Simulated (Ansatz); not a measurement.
The same path of CH$_{4}$BFO$_{2}$ (9 atoms, charge 0, multiplicity 1) was run twice with different band settings. The coordinate that changes most is the dihedral C1–O2–B3–O4.

Method: RKS PBE0-D4/def2-mTZVP (Ansatz 0.2.0).

Relaxed end points:

```xyz
9
Properties=species:S:1:pos:R:3
C -0.703 0.406 -1.069
O -0.724 0.460 0.349
B 0.256 -0.125 1.062
O 1.286 -0.784 0.465
F 0.190 -0.044 2.396
H -1.587 0.932 -1.428
H -0.730 -0.627 -1.424
H 0.191 0.890 -1.469
H 1.910 -1.153 1.099
```

```xyz
9
Properties=species:S:1:pos:R:3
C -0.777 0.448 -1.022
O 0.406 0.296 -0.254
B 0.440 -0.458 0.870
O 1.586 -0.611 1.578
F -0.652 -1.075 1.327
H -0.817 1.476 -1.382
H -1.672 0.237 -0.434
H -0.749 -0.225 -1.881
H 2.323 -0.135 1.180
```

Common settings: spring 5.0 eV/Å²; optimiser quadratic models (default); start path through a guess of the saddle point; force threshold 0.05 eV/Å; iteration limit 60; end points relaxed.

| run | movable images | climbing image |
| --- | --- | --- |
| 1 | 9 | yes |
| 2 | 8 | no |

**Question.** What does each run give, and how far can it be trusted?

**Answer.** Run 1: converged after 16 iterations, highest image 0.388 eV above the first end. The profile has 2 maxima (images 3, 7) with wells between them (image 5): this band takes more than one step, which may be the mechanism or a detour left from its start path. A vibrational analysis at the climbing image gives one clearly imaginary mode, 144i cm⁻¹: a first-order saddle point.
Run 2: converged after 15 iterations, highest image 0.388 eV above the first end. The profile has 2 maxima (images 3, 6) with wells between them (image 4): this band takes more than one step, which may be the mechanism or a detour left from its start path. No image climbed, so the highest image needn't sit at the top of the path.
